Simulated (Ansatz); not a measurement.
`CO[SiH2]C` + `[CH3][AlH][OH]` → `C[SiH2][Al]([CH3])[OH]` + CH₃OH  (formal exchange of groups at the Si–O bond)

Computed with Ansatz on PBE0-D4/def2-TZVP structures; ΔE is electronic, products minus reactants. CCSD(T)/CBS adds triple-zeta CCSD(T) − MP2 to the extrapolated MP2 energy (def2 sets, frozen cores). This one scheme is used for every species. DFT in def2-TZVPP. Each species was taken in one conformer, which may not be the lowest.

| level | ΔE (eV) |
| --- | --- |
| r2SCANh-D4 | 0.95 |
| BHLYP-D4 | 1.08 |
| RPA@PBE/def2-TZVPP | 0.96 |
| SCS-MP2/def2-TZVPP | 1.09 |

Question: What does CCSD(T)/CBS give? (Best estimate.)

Answer: The calculation gave: +0.97 eV. The listed levels differ from it by -0.02, 0.11, -0.01, 0.12 eV.

Largest T1 diagnostic among the species: 0.012.

From PBE to PBE0 (25 % exact exchange), in def2-TZVPP and without D4, ΔE moves by +0.07 eV. Leaving LDA and LC-ωPBE aside and taking each functional with its dispersion term where it has one, the values, not all of them listed here, spread over 0.36 eV, from PBE-D4 to B97M-V. LDA lies +0.09 eV from PBE without D4. In def2-TZVPP, CCSD(T) changes the Hartree–Fock value by −0.24 eV (the triples alone add −0.03 eV) and MP2 by −0.14 eV.
